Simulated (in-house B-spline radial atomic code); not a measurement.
How numerical settings move a run on the cobalt ion Co⁺, [Ar] 3d8. Computed with an all-electron radial atomic-structure program (B-spline basis): non-relativistic AM05, spherical fractional occupations, point nucleus.

Command:
```bash
python run_scf.py task.json out
```
Settings of the sound reference run:
```
Z                27
electrons        26
configuration    [Ar] 3d8
hamiltonian      nr
method           am05
spin_polarised   False
knot_spacing     0.22
spline_order     8
gauss_points     12
box_radius       35.29
max_iterations   70
damping          0.5
damped_steps     3
diis_vectors     10
tolerance        1e-08
start            Thomas-Fermi
```

Time taken, with all properties: 0.19 s on 1 thread of Intel(R) Xeon(R) Platinum 8259CL CPU @ 2.50GHz, on a shared host.

It converges in 10 iterations to -1380.015435 hartree, with 3d at -12.291 eV. The other runs change the listed settings, some to values that make no sense; their results aren't properties of the atom or ion. Radii are in bohr (the nuclear one in fm), a minus after a letter asks for a j subshell, and «unchanged» means within 1e-8 hartree. The run stops when the residual is below 10 × tolerance × max(1, Z/10), or a noise floor if that is larger, and the energy moves by less than 1e-8 × √|E| hartree; so very loose and very tight tolerances often act alike.

```tsv
changed settings	outcome
max_iterations = 12	converged in 10 iterations, energy unchanged
knot_spacing = 0.4, first_knot = 3.7e-05, max_iterations = 100, start = bare nucleus	converged in 11 iterations, energy +1.47e-04 hartree from the reference, 3d level +4.4e-04 eV
electrons = 27, configuration = [Ar] 3d8 4s-1, max_iterations = 75	stopped with error: j subshells need the Dirac Hamiltonian and l > 0
hamiltonian = dirac, method = r2scan, nucleus = fermi, rms_radius = 3.7875, mass_number = 59, atomic_mass = 58.93319, speed_of_light = 137.036	stopped with error: meta-GGAs are not served with the Dirac Hamiltonian
gauss_points = 3	converged in 10 iterations, energy -2.99e+05 hartree from the reference, 3d level -2.2e-01 eV
knot_spacing = 0.3, spline_order = 4, max_iterations = 50, damped_steps = 30, tolerance = 1e-10	converged in 33 iterations, energy +3.45e-03 hartree from the reference, 3d level -2.7e-04 eV
gauss_points = 4	converged in 10 iterations, energy -2.84e-07 hartree from the reference
first_knot = 0.037, max_iterations = 8, damping = 0.2, diis_vectors = 0	not converged after 8 iterations, last residual 6.5e-01, last energy +1.13e+01 hartree from the reference
start = bare nucleus	converged in 12 iterations, energy unchanged, 3d level -6.5e-07 eV
max_iterations = 5	not converged after 5 iterations, last residual 1.5e-02, last energy +4.70e-03 hartree from the reference
```

Question: What happens with max_iterations = 2?

Answer: Not converged after 2 iterations, last residual 6.7e-01, last energy +1.10e+01 hartree from the reference.

Question: What happens with knot_spacing = 0.55, first_knot = 3.7e-05, max_iterations = 50?

Answer: Converged in 10 iterations, energy +1.63e-02 hartree from the reference, 3d level +3.0e-03 eV.

Question: What happens with max_iterations = 8?

Answer: Not converged after 8 iterations, last residual 9.0e-05, last energy +3.48e-07 hartree from the reference.

Question: What happens with electrons = 29, configuration = [Ar] 3d8 4s3, max_iterations = 50?

Answer: Stopped with error: shell 4s holds at most 2 electrons.
